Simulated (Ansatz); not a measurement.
Consider the ligand exchange at the Si–O bond: `O[Si](O)(O)O` + `O[SiH2]S` → `O[SiH2]S[Si](O)(O)O` + H₂O.

Isolated molecules relaxed with PBE0-D4/def2-TZVP in Ansatz; ΔE leaves out vibrations. CCSD(T)/CBS is the MP2 limit (def2-TZVPP, def2-QZVPP) plus CCSD(T) − MP2 in def2-TZVPP, frozen cores. This one scheme is used for every species. One conformer a species, not always the lowest.

```tsv
species	CCSD(T)/CBS(def2) energy (Eh)
`O[Si](O)(O)O`	-592.41321
`O[SiH2]S`	-764.50758
`O[SiH2]S[Si](O)(O)O`	-1280.52555
H₂O	-76.37941
```

Work out ΔE.

ΔE = (-1280.52555) + (-76.37941) − (-592.41321) − (-764.50758) = 0.01583 Eh = +9.9 kcal/mol.

Largest T1 diagnostic among the species: 0.012.

From PBE to PBE0 (25 % exact exchange), in def2-TZVPP and without D4, ΔE moves by +0.9 kcal/mol. In def2-TZVPP, CCSD(T) changes the Hartree–Fock value by −8.0 kcal/mol (the triples alone add −1.7 kcal/mol) and MP2 by −9.4 kcal/mol. The D4 term adds −4.7 kcal/mol with B3LYP and −2.6 kcal/mol with PBE0; it sums over pairs of atoms, weighted by their polarisabilities, and B3LYP, whose exchange is more repulsive, gets the larger term.

B3LYP here is the variant with VWN-RPA as its local correlation; programs differ in this.
